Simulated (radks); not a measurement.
Q: The rhenium ion Re4+, 71 electrons, occupied as [Xe] 4f14 5d3 (the NIST ground configuration). Method: scalar-relativistic Kohn-Sham, Wu-Cohen GGA, spin-polarised, spherical densities, point nucleus; open shells are filled with parallel spins first (spin-orbit coupling, left out, can overturn this in heavy ions); computed with a radial shooting solver on a logarithmic mesh with Libxc functionals. Some entries of the table are withheld. Estimate them.

orbital,occ.,eigenvalue (hartree),r(max) (bohr),<r^2> (bohr^2)
1s down,1,-2635.163,0.01124,0.0004478
1s up,1,-2635.163,0.01124,0.0004478
2s up,1,-458.2483,0.06452,0.006875
2s down,1,-458.2413,0.06452,0.006875
2p up,3,-400.1253,0.05302,0.005708
2p down,3,-400.1197,0.05302,0.005708
3s up,1,-107.3519,0.1820,0.04457
3s down,1,-107.3497,0.1820,0.04457
3p up,3,-90.21597,0.1803,0.04540
3p down,3,-90.21345,0.1803,0.04540
3d up,5,-70.78912,0.1468,0.03764
3d down,5,-70.78444,0.1469,0.03764
4s up,1,-23.70115,0.4125,0.2191
4s down,1,-23.69451,0.4126,0.2191
4p up,3,-18.08042,0.4330,0.2498
4p down,3,-18.07403,0.4330,0.2497
4d up,5,-11.03026,0.4432,0.2897
4d down,5,-11.02257,0.4432,0.2893
5s up,1,(1),0.9370,1.191
5s down,1,(2),0.9334,1.177
5p up,3,-3.36738,1.057,1.589
5p down,3,-3.28877,1.051,1.568
4f up,7,-3.20546,0.4166,0.4175
4f down,7,-3.19105,0.4165,0.4115
5d up,3,-1.72737,1.350,2.897
5d down,0,-1.62844,1.338,2.906

A: 
(1) 5s up eigenvalue (hartree): -4.78808
(2) 5s down eigenvalue (hartree): -4.72723
